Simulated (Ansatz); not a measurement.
Species: dimethylgermane, C₂H₈Ge, net charge 0, singlet state. 
Coordinates optimised at B3LYP-D3(BJ)/def2-TZVP (Ansatz, a program for electronic structure):
```xyz
11

C     -1.6139    -0.6614    -0.3459
Ge    -0.0001     0.3466     0.1540
C      1.6143    -0.6993    -0.2587
H     -2.5123    -0.0876    -0.1198
H     -1.6027    -0.8833    -1.4132
H     -1.6548    -1.6019     0.2040
H     -0.0371     0.6692     1.6643
H      0.0365     1.6837    -0.6189
H      1.6033    -1.6402     0.2920
H      2.5123    -0.1466     0.0158
H      1.6554    -0.9216    -1.3253
```

Property: atomisation energy (electronic, to ground-state atoms), in eV. Cores are frozen in the correlated levels unless marked. UHF or UKS for open shells. No spin-orbit coupling. Frozen are the shells of the preceding noble gas and the d and f shells that filled before the atom's block. Non-relativistic. The coupled-cluster limit lacks core correlation, which all-electron functionals hold. Basis-set limits of correlation are two-point, X^-3; Hartree-Fock from the larger set.

```json
[
 {"level": "revPBE-D3(BJ)/def2-TZVPD", "program": "Ansatz + dftd3", "atomisation energy (eV)": "38.29"},
 {"level": "r2SCAN-D4/def2-TZVPD", "program": "Ansatz + dftd4", "atomisation energy (eV)": "38.98"},
 {"level": "PBE0-D3(BJ)/def2-TZVP", "program": "Ansatz + dftd3", "atomisation energy (eV)": "38.86"},
 {"level": "BHLYP/def2-TZVPD", "program": "Ansatz", "atomisation energy (eV)": "38.10"},
 {"level": "r2SCANh-D4/def2-TZVPD", "program": "Ansatz + dftd4", "atomisation energy (eV)": "38.88"},
 {"level": "r2SCANh/def2-TZVPD", "program": "Ansatz", "atomisation energy (eV)": "38.83"},
 {"level": "r2SCAN0/def2-TZVPD", "program": "Ansatz", "atomisation energy (eV)": "38.69"}
]
```

Predict the CCSD(T)/CBS(aug-cc-pVTZ,aug-cc-pVQZ) result (Ansatz).

38.91 eV
